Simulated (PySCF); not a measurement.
Input of a run (PBE0-D3(BJ)/def2-SVP geometry optimisation, gas phase (PySCF 2.14.0)), started from GFN2-xTB:
```
{"job": {"xc": "PBE0", "basis": "def2-SVP", "d3": "d3bj", "grid": 1, "kind": "geom"}, "charge": 0, "multiplicity": 1}
C      3.272122     1.305062    -0.989356
C      2.587063     0.403144    -0.586344
Si     1.504577    -0.964264     0.024072
F      1.870483    -1.227555     1.574873
C     -0.280672    -0.409097     0.011800
C     -1.113943    -0.195433     1.072513
C     -2.406506     0.228219     0.701210
C     -2.547767     0.334987    -0.645147
S     -1.107026    -0.081498    -1.480300
H      3.877368     2.093274    -1.335712
H      1.749450    -2.225616    -0.659825
H     -0.801297    -0.339851     2.091517
H     -3.192394     0.444025     1.403154
H     -3.412137     0.634132    -1.204621
```

Output (energies in Eh, forces in Eh/bohr):
```
step   0  E = -1018.08448785  max force = 0.031097
step   1  E = -1018.08724871  max force = 0.007771
step   2  E = -1018.08772754  max force = 0.003013
step   3  E = -1018.08773525  max force = 0.003395
step   4  E = -1018.08784964  max force = 0.001022
step   5  E = -1018.08788001  max force = 0.000815
step   6  E = -1018.08791037  max force = 0.000428
step   7  E = -1018.08792546  max force = 0.000241
step   8  E = -1018.08792921  max force = 0.000272
optimisation converged
```

**Question.** Summarise the run.

**Answer.** The energy falls by 9.0 kJ/mol over 9 energy and gradient evaluations, the largest force component goes from 0.0311 to 2.7e-04 Eh/bohr, and the atoms move by 0.122 Å rms after alignment. The bond that changes most is Si3–H11 (fluorine-bound silicon to Si–H hydrogen), which lengthens by 0.029 Å. Bonds longer at the end by more than 0.005 Å: 10 of 14; shorter: 3. Among the angles that change most is C2–Si3–H11, from 112.8° to 109.0°. The energy never rose by more than 1e-6 Eh on the way. The first step brought 80 % of the lowering.

**Question.** What are the final bond lengths?

**Answer.** C1≡C2 1.217 Å, C2–Si3 1.827 Å, Si3–F4 1.626 Å, Si3–C5 1.849 Å, C5–C6 1.381 Å, C6–C7 1.420 Å, C7–C8 1.371 Å, C8–S9 1.713 Å, C5–S9 1.725 Å, C1–H10 1.076 Å, Si3–H11 1.485 Å, C6–H12 1.091 Å, C7–H13 1.091 Å, C8–H14 1.090 Å. Numbering counts from 1 in the input's order; the species is `C#C[Si@@H](F)C1=CC=CS1`.

The run used 159 basis functions and 66 SCF cycles in all. Cost: about 4 min of CPU time on one thread; the machine was shared, so the figure is rough.

Not checked by PBE0-D3(BJ)/def2-SVP frequencies. The numbers are those of one conformer.

The values belong to the conformer `[CH:1]#[C:2][Si@@H:3]([F:4])[c:5]1[cH:6][cH:7][cH:8][s:9]1`: C2–Si3–C5–C6 -123°.
